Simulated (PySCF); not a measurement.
CBr3, SMILES Br[C](Br)Br, multiplicity 2. Coordinates come from a PBE-D3(BJ)/def2-SVP optimisation. The isomer is the one that the SMILES or the coordinates give; other isomers of the formula were not compared.

Task: Give the equilibrium geometry at PBE-D3(BJ)/def2-SVP (PySCF confirms it by a frequency run) as bond lengths and angles, and its point group. (An estimate is asked for; the answer gives what the named calculation found.)

Result: point group C3v.
Atoms: Br1 C2 Br3 Br4. Bonded distances (Å): Br1–C2 1.884, C2–Br3 1.884, C2–Br4 1.884. Bond angles (°): Br1–C2–Br3 117.4, Br1–C2–Br4 117.4, Br3–C2–Br4 117.4.
Charge 0, spin multiplicity 2.
